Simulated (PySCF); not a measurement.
**A survey of $^{19}$F NMR shifts**

Computed data (PySCF 2.14.0 with density-fitted response routines): GFN2-xTB geometry, σ from GIAO-PBE0/pcSseg-1. Fast rotation and ring inversion assumed for equivalent nuclei, non-relativistic Hamiltonian, no solvent model, one conformer.

Shieldings were converted by a linear fit to measured shifts: $^{19}$F (scatter 6.0 ppm rms, 7.0 ppm with the 5 outliers that the fit left out vs CFCl3, solution or neat liquid, with a term for F on sp3 carbon). A few per cent of atoms miss by over 2 rms, more outside the fitted compound classes.

Q: Give the $^{19}$F shifts of `FC(F)O[C@@H]1O[C@@H]1C1CC1`, `O=C1CCO[C@H]1C(F)F`, `CO[C@@]1(C)C[C@]1(F)C(=O)F`, `FC(F)OC1=CCOC1`, `O=C1[SiH2][SiH2][SiH2][C@@H]1C(F)F`.

A: 
| compound | environment | δ (ppm) |
| --- | --- | --- |
| [F:1][CH:2]([F:3])[O:4][C@@H:5]1[O:6][C@@H:7]1[CH:8]1[CH2:9][CH2:10]1 | F3: fluorine of a CF2 group | -83.7 |
| [F:1][CH:2]([F:3])[O:4][C@@H:5]1[O:6][C@@H:7]1[CH:8]1[CH2:9][CH2:10]1 | F1: fluorine of a CF2 group | -90.6 |
| [O:1]=[C:2]1[CH2:3][CH2:4][O:5][C@H:6]1[CH:7]([F:8])[F:9] | F9: fluorine of a CF2 group | -115.7 |
| [O:1]=[C:2]1[CH2:3][CH2:4][O:5][C@H:6]1[CH:7]([F:8])[F:9] | F8: fluorine of a CF2 group | -123.3 |
| [CH3:1][O:2][C@@:3]1([CH3:4])[CH2:5][C@:6]1([F:7])[C:8](=[O:9])[F:10] | F10: fluorine bonded to C | 31.6 |
| [CH3:1][O:2][C@@:3]1([CH3:4])[CH2:5][C@:6]1([F:7])[C:8](=[O:9])[F:10] | F7: fluorine on an sp3 carbon | -205.7 |
| FC(F)OC1=CCOC1 | fluorine of a CF2 group (×2) | -85.7 |
| [O:1]=[C:2]1[SiH2:3][SiH2:4][SiH2:5][C@@H:6]1[CH:7]([F:8])[F:9] | F9: fluorine of a CF2 group | -102.4 |
| [O:1]=[C:2]1[SiH2:3][SiH2:4][SiH2:5][C@@H:6]1[CH:7]([F:8])[F:9] | F8: fluorine of a CF2 group | -123.4 |

Q: Order these by $^{19}$F shift, lowest first.
A. [H]/N=C\[C@@H]1C[Si@H](CF)N1
B. FC(F)OC1=COCC1
C. FCCl

A: A (-274.4 ppm, fluorine on an sp3 carbon), C (-161.9 ppm, fluorine on an sp3 carbon), B (-83.3 ppm, fluorine of a CF2 group).
